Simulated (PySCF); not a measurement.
In(Cl)(OH)(OMe) (CH₄ClInO₂), SMILES [OH][In]([O]C)[Cl].

Geometry: B3LYP-D3(BJ)/def2-SVP. The def2 effective core potentials stand for the cores of In; spin–orbit coupling is left out. Other conformers were not sampled.

All values below come from TDA-LC-ωPBE/def2-SVPD (PySCF 2.14.0).

Vertical excitations. Isolated molecule, no solvent. State labels are in the subgroup Cs.

Q: Give excitation energies, oscillator strengths and character. (Estimate from the structure and the level; the computed values follow.)

A: 
| state | symmetry | energy (eV) | λ (nm) | f | main pairs |
|---|---|---|---|---|---|
| S1 | A" | 5.03 | 246 | 0.002 | HOMO→LUMO 87 % |
| S2 | A' | 5.78 | 214 | 0.088 | HOMO−1→LUMO 78 % |
| S3 | A" | 5.87 | 211 | 0.009 | HOMO−2→LUMO 83 % |
| S4 | A' | 6.23 | 199 | 0.017 | HOMO−3→LUMO 80 % |
| S5 | A" | 6.45 | 192 | 0.057 | HOMO−4→LUMO 81 % |
| S6 | A' | 6.87 | 180 | 0.111 | HOMO−5→LUMO 62 %, HOMO−2→LUMO+1 17 % |
| S7 | A" | 6.90 | 180 | 0.001 | HOMO−1→LUMO+1 94 % |
| S8 | A' | 7.01 | 177 | 0.186 | HOMO→LUMO+1 74 % |
| S9 | A" | 7.74 | 160 | 0.001 | HOMO−3→LUMO+1 90 % |
| S10 | A' | 8.05 | 154 | 0.011 | HOMO−4→LUMO+1 38 %, HOMO−6→LUMO 28 %, HOMO−2→LUMO+1 21 % |
| T1 | A" | 4.56 | 272 | 0 | HOMO→LUMO 83 % |
| T2 | A' | 4.82 | 257 | 0 | HOMO−1→LUMO 82 % |
| T3 | A" | 5.32 | 233 | 0 | HOMO−2→LUMO 70 %, HOMO−4→LUMO 16 % |
| T4 | A' | 5.56 | 223 | 0 | HOMO−3→LUMO 66 %, HOMO−5→LUMO 18 % |
Triplets are in the Tamm–Dancoff approximation.
